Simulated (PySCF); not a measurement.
## Working out the ionisation energy of Ga

Ga [Ar] 3d10 4s2 4p1 (2P) → Ga+ [Ar] 3d10 4s2 (1S). Calculation: PySCF 2.14, in dyall-av2z (16s12p8d, 92 functions); no relativity, point nucleus. Frozen: [Ar] 3d10; the 34 highest virtual orbitals dropped. Energies in hartree (1 hartree = 27.21139 eV):

```json
{"part": "UHF", "Ga (lower)": "-1923.240493", "Ga+ (upper)": "-1923.036296"}
{"part": "CCSD correlation", "Ga (lower)": "-0.045184", "Ga+ (upper)": "-0.037020"}
{"part": "(T)", "Ga (lower)": "-0.000661", "Ga+ (upper)": "0.000000"}
```

What does Hartree-Fock give?

(-1923.036296) − (-1923.240493) = 0.204197 hartree = 5.556 eV.

What do CCSD and CCSD(T) give?

The CCSD correlation energies differ by 0.008164 hartree = 0.222 eV and the triples by 0.000661 hartree = 0.018 eV, so CCSD gives 5.778 eV and CCSD(T) 5.796 eV.

Measured between the centres of the two terms (NIST): 5.931 eV, so CCSD(T) (valence) is off by -0.135 eV.

The calculation is non-relativistic.

A double-zeta basis recovers only part of the correlation energy.

What remains against the reference includes basis incompleteness, the frozen core and higher excitations.
